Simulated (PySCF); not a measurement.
Stepwise substitution at one centre (Al OH-NH2). Isolated molecules, 0 K electronic values unless said otherwise. One relaxed conformer stands for each flexible species; it need not be the lowest. Strings in code marks are SMILES.

Calculation: PySCF with PBE-D3(BJ)/def2-TZVP // B3LYP-D3(BJ)/def2-TZVP. Excitations are Tamm–Dancoff values on a coarser integration grid. The basis has no diffuse functions, so Rydberg states are missing or too high.

| species | LUMO (eV) | T1 excitation (TDA) (eV) |
|---|---|---|
| 0 of 3 OH replaced by NH2 (`[OH][Al]([OH])[OH]`) | -1.31 | 5.80 |
| 1 of 3 OH replaced by NH2 (`[NH2][Al]([OH])[OH]` (O–Al–O–H torsion 0°, O–Al–O–H torsion -180°)) | -1.00 | (withheld) |
| 2 of 3 OH replaced by NH2 (`[NH2][Al]([NH2])[OH]` (N–Al–O–H torsion 0°)) | -0.74 | 4.54 |
| 3 of 3 OH replaced by NH2 (`[NH2][Al]([NH2])[NH2]`) | (withheld) | 4.62 |

Problem. Some entries are withheld; supply them.

Solution. 
- 1 of 3 OH replaced by NH2 (`[NH2][Al]([OH])[OH]` (O–Al–O–H torsion 0°, O–Al–O–H torsion -180°)), T1 excitation (TDA) (eV): 4.67
- 3 of 3 OH replaced by NH2 (`[NH2][Al]([NH2])[NH2]`), LUMO (eV): -0.50
